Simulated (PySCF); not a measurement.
## Two-component Hartree-Fock for La²⁺ (lanthanum, charge +2)

Start: [Xe] 6s1; 6s1/2 filled at m_j = +1/2. Calculated with PySCF 2.14 in x2c-TZVPall-2c (11s11p10d2f, 108 functions): generalised Hartree-Fock with the X2C-1e Hamiltonian and a Gaussian nucleus; spin-orbit coupling (SO) screened by Boettger's factors. This is a chosen level, not necessarily the ground level.

| spinor shell | electrons | ε, screened SO (eV) | weight of nominal j (screened SO) | rms radius, screened SO (bohr) |
| --- | --- | --- | --- | --- |
| 1s1/2 | 2 | -39131.8 | 1.000 | 0.0286 |
| 2s1/2 | 2 | -6350.5 | 1.000 | 0.116 |
| 2p1/2 | 2 | -5976.6 | 1.000 | 0.100 |
| 2p3/2 | 4 | -5560.0 | 1.000 | 0.106 |
| 3s1/2 | 2 | -1416.6 | 1.000 | 0.303 |
| 3p1/2 | 2 | -1257.7 | 1.000 | 0.295 |
| 3p3/2 | 4 | -1174.3 | 1.000 | 0.308 |
| 3d3/2 | 4 | -898.67 | 1.000 | 0.279 |
| 3d5/2 | 6 | -881.04 | 1.000 | 0.283 |
| 4s1/2 | 2 | -318.04 | 1.000 | 0.694 |
| 4p1/2 | 2 | -257.04 | 1.000 | 0.719 |
| 4d3/2 | 4 | -136.86 | 1.000 | 0.820 |
| 4d5/2 | 6 | -133.69 | 1.000 | 0.830 |
| 5s1/2 | 2 | -64.442 | 1.000 | 1.65 |
| 5p1/2 | 2 | -45.138 | 0.999 | 1.84 |
| 5p3/2 | 4 | -42.322 | 1.000 | 1.91 |
| 6s1/2 | 1 | -16.634 | 1.000 | 4.18 |

Where does 4p3/2 lie, and what is the 4p spin-orbit splitting (screened SO)?

At -239.15 eV, 17.885 eV above 4p1/2.

| quantity | screened SO |
| --- | --- |
| E (hartree) | -8490.52316 |
| M_J | 1/2 |
| ⟨J²⟩ | 0.750 |
| ⟨L²⟩ | 0.037 |
| ⟨S²⟩ | 0.788 |

Each row is a mean over spinors that exchange with the open shell spreads, by up to 0.302 eV (5s1/2).

Breit and QED terms are absent; they matter most for the inner s and p1/2 levels.

Densities and radii are taken from the X2C orbitals without a picture-change correction, which distorts them close to the nucleus.
